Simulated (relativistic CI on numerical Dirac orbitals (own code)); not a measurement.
## Tc⁴⁺: 3d photoemission

Computed with this model: Dirac-Coulomb-Breit CI, separate exchange-only KLI orbitals for each configuration, QED by a radiative potential, valence Slater integrals scaled by 0.9, multiplet model of photoemission in the sudden approximation; configurations [Kr] 4d3 → [Ar] 3d9 4s2 4p6 4d3; 80 K; Lorentzian 0.3 eV and Gaussian 0.5 eV FWHM. Energies are those of the free ion, without screening or charge transfer. The energies are binding energies and can lie tens of eV above those of solids. S is read from ⟨S²⟩ = S(S + 1).

Field parameters in Wybourne normalisation: Oh B⁴₀ = 21Dq, B⁴₄ = √(5/14) B⁴₀. The field is a parameter set, without covalency.

Peaks in eV (height, largest 100): 315.6 (100), 317.6 (10), 319.3 (60).

Which surroundings give this spectrum?
A. Oh, 10Dq = 20000 cm⁻¹
B. free ion
C. Oh, 10Dq = 7250 cm⁻¹

A. Oh, 10Dq = 20000 cm⁻¹, where the ground state has S = 1.50.
